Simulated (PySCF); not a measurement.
C4H7NS, SMILES CSC=C=CN.

The structure is a stationary point at r2SCAN-D4/def2-SVP. The structure was generated by enumeration; whether it is a known compound was not checked. The values are those of a single conformer.

Computed with PySCF with r2SCAN-D4/def2-SVP.

Frequencies are harmonic and unscaled.

Computed normal modes with their intensities:
```json
[
 {"mode": "1", "ν (cm⁻¹)": "14", "IR (km/mol)": "3.7", "moving atoms (share of kinetic energy)": "C 48 %, H 29 %, S 13 %, N 10 %"},
 {"mode": "2", "ν (cm⁻¹)": "88", "IR (km/mol)": "5.1", "moving atoms (share of kinetic energy)": "C 46 %, N 20 %, S 17 %, H 17 %"},
 {"mode": "3", "ν (cm⁻¹)": "135", "IR (km/mol)": "0.7", "moving atoms (share of kinetic energy)": "H 57 %, C 30 %, N 12 %"},
 {"mode": "4", "ν (cm⁻¹)": "156", "IR (km/mol)": "0.3", "moving atoms (share of kinetic energy)": "H 62 %, C 22 %, N 10 %"},
 {"mode": "5", "ν (cm⁻¹)": "250", "IR (km/mol)": "2.8", "moving atoms (share of kinetic energy)": "C 55 %, H 24 %, S 20 %"},
 {"mode": "6", "ν (cm⁻¹)": "291", "IR (km/mol)": "19.1", "moving atoms (share of kinetic energy)": "H 48 %, C 39 %, N 8 %"},
 {"mode": "7", "ν (cm⁻¹)": "386", "IR (km/mol)": "48.7", "moving atoms (share of kinetic energy)": "H 46 %, C 30 %, S 14 %, N 10 %"},
 {"mode": "8", "ν (cm⁻¹)": "442", "IR (km/mol)": "55.2", "moving atoms (share of kinetic energy)": "C 61 %, H 30 %, S 9 %"},
 {"mode": "9", "ν (cm⁻¹)": "592", "IR (km/mol)": "35.0", "moving atoms (share of kinetic energy)": "C 63 %, H 26 %, N 11 %"},
 {"mode": "10", "ν (cm⁻¹)": "621", "IR (km/mol)": "321.5", "moving atoms (share of kinetic energy)": "H 64 %, N 25 %, C 11 %"},
 {"mode": "11", "ν (cm⁻¹)": "722", "IR (km/mol)": "9.5", "moving atoms (share of kinetic energy)": "C 57 %, S 29 %, H 14 %"},
 {"mode": "12", "ν (cm⁻¹)": "747", "IR (km/mol)": "45.0", "moving atoms (share of kinetic energy)": "C 67 %, S 22 %, H 11 %"},
 {"mode": "13", "ν (cm⁻¹)": "751", "IR (km/mol)": "13.8", "moving atoms (share of kinetic energy)": "H 61 %, C 37 %"},
 {"mode": "14", "ν (cm⁻¹)": "887", "IR (km/mol)": "20.2", "moving atoms (share of kinetic energy)": "H 81 %, C 18 %"},
 {"mode": "15", "ν (cm⁻¹)": "961", "IR (km/mol)": "5.1", "moving atoms (share of kinetic energy)": "H 84 %, C 15 %"},
 {"mode": "16", "ν (cm⁻¹)": "970", "IR (km/mol)": "20.4", "moving atoms (share of kinetic energy)": "H 63 %, C 27 %"},
 {"mode": "17", "ν (cm⁻¹)": "1002", "IR (km/mol)": "26.9", "moving atoms (share of kinetic energy)": "H 46 %, C 39 %, N 14 %"},
 {"mode": "18", "ν (cm⁻¹)": "1164", "IR (km/mol)": "1.1", "moving atoms (share of kinetic energy)": "H 82 %, C 14 %"},
 {"mode": "19", "ν (cm⁻¹)": "1219", "IR (km/mol)": "136.4", "moving atoms (share of kinetic energy)": "H 62 %, C 28 %, N 10 %"},
 {"mode": "20", "ν (cm⁻¹)": "1286", "IR (km/mol)": "11.3", "moving atoms (share of kinetic energy)": "H 67 %, C 21 %, N 12 %"},
 {"mode": "21", "ν (cm⁻¹)": "1324", "IR (km/mol)": "2.8", "moving atoms (share of kinetic energy)": "H 86 %, C 14 %"},
 {"mode": "22", "ν (cm⁻¹)": "1439", "IR (km/mol)": "9.4", "moving atoms (share of kinetic energy)": "H 96 %"},
 {"mode": "23", "ν (cm⁻¹)": "1454", "IR (km/mol)": "23.7", "moving atoms (share of kinetic energy)": "H 96 %"},
 {"mode": "24", "ν (cm⁻¹)": "1479", "IR (km/mol)": "38.3", "moving atoms (share of kinetic energy)": "C 60 %, H 35 %"},
 {"mode": "25", "ν (cm⁻¹)": "1620", "IR (km/mol)": "57.6", "moving atoms (share of kinetic energy)": "H 84 %, N 13 %"},
 {"mode": "26", "ν (cm⁻¹)": "2040", "IR (km/mol)": "276.5", "moving atoms (share of kinetic energy)": "C 99 %"},
 {"mode": "27", "ν (cm⁻¹)": "3035", "IR (km/mol)": "38.4", "moving atoms (share of kinetic energy)": "H 98 %"},
 {"mode": "28", "ν (cm⁻¹)": "3085", "IR (km/mol)": "15.3", "moving atoms (share of kinetic energy)": "H 92 %, C 8 %"},
 {"mode": "29", "ν (cm⁻¹)": "3111", "IR (km/mol)": "17.0", "moving atoms (share of kinetic energy)": "H 92 %"},
 {"mode": "30", "ν (cm⁻¹)": "3144", "IR (km/mol)": "8.5", "moving atoms (share of kinetic energy)": "H 90 %, C 10 %"},
 {"mode": "31", "ν (cm⁻¹)": "3166", "IR (km/mol)": "2.7", "moving atoms (share of kinetic energy)": "H 90 %, C 10 %"},
 {"mode": "32", "ν (cm⁻¹)": "3551", "IR (km/mol)": "18.5", "moving atoms (share of kinetic energy)": "H 96 %"},
 {"mode": "33", "ν (cm⁻¹)": "3667", "IR (km/mol)": "18.8", "moving atoms (share of kinetic energy)": "H 91 %, N 9 %"}
]
```
